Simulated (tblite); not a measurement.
C₅H₄F₆.
Atom-mapped SMILES: `[F:1]/[CH:2]=[C:3](/[CH2:4][C:5]([F:6])([F:7])[F:8])[CH:9]([F:10])[F:11]` (hydrogens: H12 on C2; H13, H14 on C4; H15 on C9)

Geometry (GFN2-xTB, Å), atoms numbered from 1 in this order:
```xyz
15
C5H4F6 angstrom
F     -1.6712    2.1894   -0.3704
C     -0.5487    1.4726   -0.3032
C     -0.5709    0.1838    0.0072
C      0.6291   -0.7139    0.1126
C      1.9552   -0.0388   -0.1729
F      2.0244    0.4723   -1.4107
F      2.2172    0.9706    0.6702
F      2.9684   -0.9051   -0.0593
C     -1.8759   -0.5211    0.2955
F     -2.0461   -1.5629   -0.5559
F     -1.8551   -1.0606    1.5395
H      0.3231    2.0682   -0.5263
H      0.6793   -1.1336    1.1234
H      0.5204   -1.5478   -0.5897
H     -2.7536    0.1348    0.2180
```

Calculated harmonic vibrations of the isolated species, GFN2-xTB (tblite), most abundant isotopes, no scaling. Against measured fundamentals such values can be off by several per cent, at times by over 20. One conformer, not necessarily the lowest.

Harmonic wavenumbers (cm⁻¹): 31.6, 44.7, 73.8, 122.3, 163.6, 203.8, 206.6, 275.3, 314.7, 325.4, 452.7, 472.6, 472.8, 537.4, 564.8, 621.1, 646.6, 810.7, 820.6, 875.5, 891.8, 1013.9, 1055.6, 1066.0, 1074.2, 1141.4, 1181.9, 1186.9, 1187.1, 1246.5, 1260.7, 1293.0, 1339.9, 1410.8, 1731.3, 2926.4, 2951.0, 2965.2, 3101.9.

A = 1505, B = 682.3, C = 563.6 MHz; mass 178.022 u (most abundant isotopes); point group Cs, symmetry number 1.

Q: Zero-point energy?

A: Half the sum of the wavenumbers: 19031 cm⁻¹ = 54.41 kcal/mol.

Q: Entropy at 350 K, 1 bar (ideal gas, RRHO, classical rotation)?

A: Translation 42.26, rotation 31.17, vibration 39.64: S = 113.1 cal/(mol K).

Q: And Cp and H(350 K) − H(0)?

A: Cp = 44.22 cal/(mol K), of which vibrations give 36.27 (their classical limit is 39 R = 77.5); H(350 K) − H(0) = 9.63 kcal/mol without the zero-point energy, 6.85 from vibrations.

Q: What must be added to the electronic energy to get the Gibbs energy at 350 K and 1 bar?

A: ZPE + [H(350 K) − H(0)] − T·S = 54.41 + 9.63 − 39.57 = 24.47 kcal/mol.

Q: Which modes carry the vibrational entropy at 350 K?

A: 31.6 cm⁻¹: 6.04; 44.7 cm⁻¹: 5.36; 73.8 cm⁻¹: 4.37; 122.3 cm⁻¹: 3.37; 163.6 cm⁻¹: 2.81; 203.8 cm⁻¹: 2.40 cal/(mol K); the other 33 give 15.29 together.

Hindered rotation and anharmonicity are outside this model. Other conformers, if any are populated, would add a mixing term that is left out.
